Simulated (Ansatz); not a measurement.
The cluster Ga2O3⁻ was relaxed with PBE0-D4 (def2-SVPD) in Ansatz in these states: charge -1 doublet, charge -1 quartet. The geometries follow in no particular order.

A:

| atom | x (Å) | y (Å) | z (Å) |
| --- | --- | --- | --- |
| Ga1 | -0.6192 | 0.2091 | -0.3185 |
| Ga2 | 1.5990 | -0.5402 | 0.8226 |
| O3 | -2.0680 | 0.6991 | -1.0640 |
| O4 | 0.7022 | 1.0413 | 0.7773 |
| O5 | 0.3860 | -1.4092 | -0.2174 |

B:

```xyz
5

Ga   -0.287   -0.905    0.061
Ga   -0.413    1.685    0.169
O     1.351   -1.742   -0.462
O    -0.568    0.519   -1.221
O    -0.082    0.443    1.453
```

Question: Judge from the bond lengths which geometry belongs to which state (an estimate).

Answer: A is the charge -1 doublet (Ga1–O3 1.702 Å, Ga1–O5 1.908 Å, Ga1–O4 1.908 Å); B is the charge -1 quartet (Ga1–O3 1.912 Å, Ga1–O5 1.948 Å, Ga1–O4 1.937 Å).

At PBE0-D4/def2-TZVPD a doublet lies 2.15 eV below the charge -1 quartet. These are the stationary points nearest to one start from a short search; other shapes may lie lower in each state.
